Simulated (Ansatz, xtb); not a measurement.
# Two isomers of C2H12Si3

Structure I is `C[SiH2][SiH2][SiH2]C`, a singlet and structure II is `C[SiH](C)[SiH2][SiH3]`, a singlet. Both are isolated molecules in the gas phase, relaxed with PBE0-D3(BJ)/def2-SVP; the shapes shown needn't be the lowest conformers.

I (Å):

```yaml
atoms:
  - { symbol: C, position_ang: [1.7398, -0.9893, 0.6023] }
  - { symbol: C, position_ang: [0.4105, 3.4509, 0.0396] }
  - { symbol: Si, position_ang: [0.5416, -0.6246, -0.8080] }
  - { symbol: Si, position_ang: [-1.3662, 0.4617, 0.0220] }
  - { symbol: Si, position_ang: [-0.6492, 2.3778, 1.1724] }
  - { symbol: H, position_ang: [2.6540, -1.4744, 0.2278] }
  - { symbol: H, position_ang: [1.2743, -1.6572, 1.3431] }
  - { symbol: H, position_ang: [2.0293, -0.0607, 1.1182] }
  - { symbol: H, position_ang: [0.1711, -1.8888, -1.5210] }
  - { symbol: H, position_ang: [1.1923, 0.2829, -1.8091] }
  - { symbol: H, position_ang: [-2.2795, 0.8487, -1.1020] }
  - { symbol: H, position_ang: [-2.1195, -0.4506, 0.9428] }
  - { symbol: H, position_ang: [0.1579, 1.9319, 2.3552] }
  - { symbol: H, position_ang: [-1.8164, 3.1590, 1.6930] }
  - { symbol: H, position_ang: [-0.1715, 3.7856, -0.8328] }
  - { symbol: H, position_ang: [0.7782, 4.3421, 0.5707] }
  - { symbol: H, position_ang: [1.2808, 2.8868, -0.3302] }
```

II (Å):

```xyz
17

C    -0.8102    0.0531    0.6983
C    -0.3015    2.8062    2.0486
Si   -0.7776    1.9223    0.4539
Si   -2.8866    2.6298   -0.3032
Si   -3.4494    1.4753   -2.2647
H     0.1730   -0.3115    1.0355
H    -1.5575   -0.2281    1.4566
H    -1.0640   -0.4679   -0.2376
H     0.2134    2.2622   -0.6201
H    -0.2684    3.8965    1.9027
H    -1.0304    2.5907    2.8453
H     0.6914    2.4766    2.3939
H    -3.9314    2.3452    0.7359
H    -2.9065    4.1035   -0.5780
H    -3.4629    0.0027   -1.9941
H    -4.7932    1.8706   -2.7896
H    -2.4258    1.7435   -3.3228
```

Quicker runs give these differences E(II) − E(I): GFN2-xTB +0.40 kcal/mol; HF/STO-3G −1.15 kcal/mol (at GFN2-xTB geometries); r2SCAN-D4/def2-SVP −0.81 kcal/mol (at GFN2-xTB geometries).

Q: Which of the two would you expect CCSD(T)/def2-SVP + ΔMP2/def2-TZVPP electronic energies to favour?

A: Too close to call at this level: CCSD(T)/def2-SVP + ΔMP2/def2-TZVPP gives E(II) − E(I) = −0.59 kcal/mol.

Level by level:

```
                             level              geometry  E(II) − E(I) (kcal/mol)  departure from the last row (kcal/mol)  job, with rough time for the two
                          GFN2-xTB              GFN2-xTB                     +0.40                                   +0.99               optimisation, 0.9 s
                         HF/STO-3G              GFN2-xTB                     −1.15                                   −0.57               single point, 1.5 s
                r2SCAN-D4/def2-SVP              GFN2-xTB                     −0.81                                   −0.23                single point, 11 s
              PBE0-D3(BJ)/def2-SVP  PBE0-D3(BJ)/def2-SVP                     −0.22                                   +0.37             optimisation, 4.5 min
                       HF/def2-SVP  PBE0-D3(BJ)/def2-SVP                     −0.38                                   +0.21           part of the CCSD(T) run
                      MP2/def2-SVP  PBE0-D3(BJ)/def2-SVP                     −0.42                                   +0.17           part of the CCSD(T) run
                  CCSD(T)/def2-SVP  PBE0-D3(BJ)/def2-SVP                     −0.43                                   +0.16                      single point
CCSD(T)/def2-SVP + ΔMP2/def2-TZVPP  PBE0-D3(BJ)/def2-SVP                     −0.59                                                       single point, 3 min
```

As drawn, both hold the same kinds of bond in the same numbers.

The largest departure from CCSD(T)/def2-SVP + ΔMP2/def2-TZVPP is that of GFN2-xTB, 0.99 kcal/mol. The last row adds to CCSD(T) the change of the MP2 difference between the two basis sets, here −0.16 kcal/mol.

With thermal terms from frequencies at re-optimised GFN2-xTB minima (ideal gas, soft modes damped towards free rotors, one conformer each, 298.15 K, 1 atm): on the last row, ΔE + ΔZPE = −0.79, ΔH = −0.59, ΔG = −1.67 kcal/mol.

The correlated steps freeze 17 core orbitals. Run with Ansatz 0.2.0, xtb 6.7.1; the last row on 2 threads of AMD EPYC (Zen 3) on a shared host.
